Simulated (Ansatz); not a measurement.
**Nudged elastic band run: Cl2GeH2**

Input file:

```yaml
crystal:
  periodic: [false, false, false]
  atoms:
    - { symbol: Ge, position_ang: [0.31785, 0.018162, 0.074467] }
    - { symbol: Cl, position_ang: [0.675221, -0.033013, 2.212711] }
    - { symbol: H, position_ang: [1.684344, -0.04418, -0.642909] }
    - { symbol: H, position_ang: [-0.546682, 1.259362, -0.237979] }
    - { symbol: Cl, position_ang: [-0.815232, -1.747032, -0.475491] }
basis:
  gaussian: { orbitals: def2-SVP }
hamiltonian:
  xc: pbe
  dispersion: d4
neb:
  order_check: false
  images: 9
  f_tol: 0.03
  max_iterations: 60
  max_displacement: 0.5
  optimiser: lbfgs
  final_atoms:
    - { symbol: Ge, position_ang: [-0.22723224, 0.34190335, -0.87240195] }
    - { symbol: Cl, position_ang: [1.4437894, 0.18401141, 1.40833634] }
    - { symbol: H, position_ang: [2.418545, -0.4405046, 0.81320538] }
    - { symbol: H, position_ang: [-1.19858292, 1.05784594, 0.21123443] }
    - { symbol: Cl, position_ang: [-1.12101825, -1.6899571, -0.62957519] }
  initial_path:
    images:
      - { positions_ang: [[0.31785, 0.018162, 0.074467], [0.675221, -0.033013, 2.212711], [1.684344, -0.04418, -0.642909], [-0.546682, 1.259362, -0.237979], [-0.815232, -1.747032, -0.475491]] }
      - { positions_ang: [[0.25427882, 0.01450746, 0.05956231], [0.81023789, -0.02615745, 2.171789], [1.69567777, -0.03538184, -0.47877511], [-0.58332639, 1.26036615, -0.29381338], [-0.8613671, -1.76003533, -0.52796381]] }
      - { positions_ang: [[0.19070765, 0.01085293, 0.04465762], [0.94525478, -0.01930189, 2.13086699], [1.70701153, -0.02658368, -0.31464123], [-0.61997077, 1.2613703, -0.34964777], [-0.90750219, -1.77303866, -0.58043662]] }
      - { positions_ang: [[0.12713647, 0.00719839, 0.02975293], [1.08027167, -0.01244634, 2.08994499], [1.7183453, -0.01778553, -0.15050734], [-0.65661516, 1.26237445, -0.40548215], [-0.95363729, -1.78604198, -0.63290943]] }
      - { positions_ang: [[0.0635653, 0.00354386, 0.01484824], [1.21528856, -0.00559078, 2.04902299], [1.72967906, -0.00898737, 0.01362655], [-0.69325954, 1.2633786, -0.46131653], [-0.99977238, -1.79904531, -0.68538224]] }
      - { positions_ang: [[-5.88e-06, -0.00011068, -5.645e-05], [1.35030546, 0.00126477, 2.00810099], [1.74101283, -0.00018921, 0.17776043], [-0.72990393, 1.26438275, -0.51715092], [-1.04590748, -1.81204864, -0.73785505]] }
      - { positions_ang: [[-0.04545115, 0.06829213, -0.17452555], [1.36900225, 0.0378141, 1.88814806], [1.87651927, -0.08825229, 0.30484942], [-0.82363973, 1.22307539, -0.37147385], [-1.06092963, -1.78763033, -0.71619908]] }
      - { positions_ang: [[-0.09089642, 0.13669494, -0.34899465], [1.38769904, 0.07436343, 1.76819513], [2.0120257, -0.17631537, 0.43193841], [-0.91737553, 1.18176803, -0.22579678], [-1.07595178, -1.76321202, -0.69454311]] }
      - { positions_ang: [[-0.13634169, 0.20509774, -0.52346375], [1.40639582, 0.11091275, 1.6482422], [2.14753213, -0.26437845, 0.5590274], [-1.01111133, 1.14046067, -0.08011971], [-1.09097394, -1.73879371, -0.67288713]] }
      - { positions_ang: [[-0.18178697, 0.27350055, -0.69793285], [1.42509261, 0.14746208, 1.52828927], [2.28303857, -0.35244153, 0.68611639], [-1.10484713, 1.09915331, 0.06555736], [-1.10599609, -1.71437541, -0.65123116]] }
      - { positions_ang: [[-0.22723224, 0.34190335, -0.87240195], [1.4437894, 0.18401141, 1.40833634], [2.418545, -0.4405046, 0.81320538], [-1.19858292, 1.05784594, 0.21123443], [-1.12101825, -1.6899571, -0.62957519]] }
```

Command:

```bash
$ ansatz run input.yaml --threads 1 --pin off --max-ram 2048MiB --backend cpu --events-out ev --progress --plain --runs-dir out
```

Output, in part (warnings, iteration lines, the closing report on the highest movable image, with atoms numbered from 0):

```
NEB end point (image 0): max|allowed force component| = 7.425e-3 eV/Å (the criterion of neb.relax_end_points is 1.000e-2)
NEB end point (image 10): max|allowed force component| = 1.828e-2 eV/Å (the criterion of neb.relax_end_points is 1.000e-2)
NEB iter   1: max|band force component| = 6.003e0 eV/Å  barrier→ = 3.2687 eV  barrier← = 1.7582 eV  Δτ_max = 0.1099 Å  (264 SCF iters)
NEB iter   2: max|band force component| = 3.012e0 eV/Å  barrier→ = 2.5714 eV  barrier← = 1.0609 eV  Δτ_max = 0.1125 Å  (232 SCF iters)
NEB iter   3: max|band force component| = 1.204e0 eV/Å  barrier→ = 2.1962 eV  barrier← = 0.6857 eV  Δτ_max = 0.1110 Å  (223 SCF iters)
NEB iter   4: max|band force component| = 1.025e0 eV/Å  barrier→ = 2.0468 eV  barrier← = 0.5363 eV  Δτ_max = 0.0952 Å  (224 SCF iters)
NEB iter   5: max|band force component| = 1.453e0 eV/Å  barrier→ = 1.9850 eV  barrier← = 0.4746 eV  Δτ_max = 0.0228 Å  (226 SCF iters)
NEB iter   6: max|band force component| = 7.564e-1 eV/Å  barrier→ = 1.9640 eV  barrier← = 0.4535 eV  Δτ_max = 0.0435 Å  (218 SCF iters)
NEB iter   7: max|band force component| = 7.664e-1 eV/Å  barrier→ = 1.9459 eV  barrier← = 0.4354 eV  Δτ_max = 0.0118 Å  (218 SCF iters)
NEB iter   8: max|band force component| = 4.925e-1 eV/Å  barrier→ = 1.9422 eV  barrier← = 0.4317 eV  CI = image 6  Δτ_max = 0.0072 Å  (216 SCF iters)
NEB iter   9: max|band force component| = 4.427e-1 eV/Å  barrier→ = 1.9401 eV  barrier← = 0.4297 eV  CI = image 6  Δτ_max = 0.0891 Å  (203 SCF iters)
NEB iter  10: max|band force component| = 3.947e-1 eV/Å  barrier→ = 1.9307 eV  barrier← = 0.4203 eV  CI = image 6  Δτ_max = 0.0368 Å  (218 SCF iters)
NEB iter  11: max|band force component| = 1.412e0 eV/Å  barrier→ = 1.9257 eV  barrier← = 0.4152 eV  CI = image 6  Δτ_max = 0.0209 Å  (218 SCF iters)
NEB iter  12: max|band force component| = 2.961e-1 eV/Å  barrier→ = 1.9240 eV  barrier← = 0.4135 eV  CI = image 6  Δτ_max = 0.0076 Å  (211 SCF iters)
NEB iter  13: max|band force component| = 2.029e-1 eV/Å  barrier→ = 1.9232 eV  barrier← = 0.4127 eV  CI = image 6  Δτ_max = 0.0124 Å  (213 SCF iters)
NEB iter  14: max|band force component| = 2.469e-1 eV/Å  barrier→ = 1.9227 eV  barrier← = 0.4122 eV  CI = image 6  Δτ_max = 0.0039 Å  (221 SCF iters)
NEB iter  15: max|band force component| = 1.136e-1 eV/Å  barrier→ = 1.9224 eV  barrier← = 0.4120 eV  CI = image 6  Δτ_max = 0.0065 Å  (181 SCF iters)
NEB iter  16: max|band force component| = 1.374e-1 eV/Å  barrier→ = 1.9221 eV  barrier← = 0.4116 eV  CI = image 6  Δτ_max = 0.0024 Å  (206 SCF iters)
NEB iter  17: max|band force component| = 8.895e-2 eV/Å  barrier→ = 1.9219 eV  barrier← = 0.4115 eV  CI = image 6  Δτ_max = 0.0066 Å  (169 SCF iters)
NEB iter  18: max|band force component| = 1.450e-1 eV/Å  barrier→ = 1.9215 eV  barrier← = 0.4111 eV  CI = image 6  Δτ_max = 0.0022 Å  (208 SCF iters)
NEB iter  19: max|band force component| = 7.637e-2 eV/Å  barrier→ = 1.9215 eV  barrier← = 0.4110 eV  CI = image 6  Δτ_max = 0.0041 Å  (170 SCF iters)
NEB iter  20: max|band force component| = 1.003e-1 eV/Å  barrier→ = 1.9212 eV  barrier← = 0.4108 eV  CI = image 6  Δτ_max = 0.0018 Å  (184 SCF iters)
NEB iter  21: max|band force component| = 6.814e-2 eV/Å  barrier→ = 1.9212 eV  barrier← = 0.4107 eV  CI = image 6  Δτ_max = 0.0045 Å  (161 SCF iters)
NEB iter  22: max|band force component| = 1.019e-1 eV/Å  barrier→ = 1.9209 eV  barrier← = 0.4105 eV  CI = image 6  Δτ_max = 0.0016 Å  (191 SCF iters)
NEB iter  23: max|band force component| = 5.959e-2 eV/Å  barrier→ = 1.9209 eV  barrier← = 0.4104 eV  CI = image 6  Δτ_max = 0.0035 Å  (160 SCF iters)
NEB iter  24: max|band force component| = 8.404e-2 eV/Å  barrier→ = 1.9208 eV  barrier← = 0.4103 eV  CI = image 6  Δτ_max = 0.0014 Å  (177 SCF iters)
NEB iter  25: max|band force component| = 5.292e-2 eV/Å  barrier→ = 1.9207 eV  barrier← = 0.4102 eV  CI = image 6  Δτ_max = 0.0034 Å  (160 SCF iters)
NEB iter  26: max|band force component| = 8.225e-2 eV/Å  barrier→ = 1.9206 eV  barrier← = 0.4101 eV  CI = image 6  Δτ_max = 0.0012 Å  (177 SCF iters)
NEB iter  27: max|band force component| = 4.664e-2 eV/Å  barrier→ = 1.9206 eV  barrier← = 0.4101 eV  CI = image 6  Δτ_max = 0.0028 Å  (160 SCF iters)
NEB iter  28: max|band force component| = 7.212e-2 eV/Å  barrier→ = 1.9205 eV  barrier← = 0.4100 eV  CI = image 6  Δτ_max = 0.0012 Å  (171 SCF iters)
NEB iter  29: max|band force component| = 4.125e-2 eV/Å  barrier→ = 1.9204 eV  barrier← = 0.4100 eV  CI = image 6  Δτ_max = 0.0026 Å  (159 SCF iters)
NEB iter  30: max|band force component| = 6.951e-2 eV/Å  barrier→ = 1.9204 eV  barrier← = 0.4099 eV  CI = image 6  Δτ_max = 0.0011 Å  (169 SCF iters)
NEB iter  31: max|band force component| = 3.649e-2 eV/Å  barrier→ = 1.9204 eV  barrier← = 0.4099 eV  CI = image 6  Δτ_max = 0.0023 Å  (160 SCF iters)
NEB iter  32: max|band force component| = 6.243e-2 eV/Å  barrier→ = 1.9203 eV  barrier← = 0.4098 eV  CI = image 6  Δτ_max = 0.0010 Å  (166 SCF iters)
NEB iter  33: max|band force component| = 3.214e-2 eV/Å  barrier→ = 1.9203 eV  barrier← = 0.4098 eV  CI = image 6  Δτ_max = 0.0022 Å  (159 SCF iters)
NEB iter  34: max|band force component| = 6.006e-2 eV/Å  barrier→ = 1.9202 eV  barrier← = 0.4098 eV  CI = image 6  Δτ_max = 0.0009 Å  (163 SCF iters)
NEB iter  35: max|band force component| = 2.848e-2 eV/Å  barrier→ = 1.9202 eV  barrier← = 0.4097 eV  CI = image 6  Δτ_max = 0.0000 Å  (381 SCF iters)
Total energy: -81562.45506577 eV, -2997.3649386494 hartree
Atom 0 at     0.217288     0.038281    -0.455533 Å, force     0.000749     0.003591    -0.011014 eV/Å
Atom 1 at     1.247122     0.021112     1.893829 Å, force    -0.011458    -0.011493    -0.008161 eV/Å
Atom 2 at     1.701811    -0.065483     0.283899 Å, force     0.001087     0.005794     0.002200 eV/Å
Atom 3 at    -0.810585     1.201178    -0.213644 Å, force     0.004085     0.003753     0.002955 eV/Å
Atom 4 at    -1.040134    -1.741790    -0.577752 Å, force     0.005538    -0.001645     0.014019 eV/Å
Dipole moment:     0.067742     0.255191    -0.323775 e Å
```

The forces met the threshold. Another band between the same ends (9 images) ends at a top of the same energy, where a vibrational analysis finds 1 clearly imaginary mode. The orbitals stay closed-shell, which can raise the energy where a bond breaks towards radicals; this wasn't checked here.

Final band (atoms are numbered from 1 in the order of the input):

```tsv
image	path coordinate (Å)	energy (kJ/mol)	Ge1–Cl2 (Å)	Ge1–H3 (Å)	Cl2–H3 (Å)
0	0.00	0.0	2.17	1.54	3.03
1	0.22	5.5	2.17	1.54	2.85
2	0.44	24.9	2.18	1.53	2.62
3	0.67	63.2	2.23	1.53	2.38
4	0.90	118.2	2.32	1.53	2.14
5	1.14	167.3	2.44	1.57	1.91
6	1.38	185.3	2.57	1.66	1.68
7	1.77	163.8	2.81	2.01	1.37
8	2.16	155.6	2.93	2.47	1.31
9	2.55	149.3	2.87	2.87	1.30
10	2.94	145.7	2.83	3.23	1.30
```

Run time: 14 min on 1 thread of Arm Neoverse N1 (shared host), peak memory 0.13 GiB.
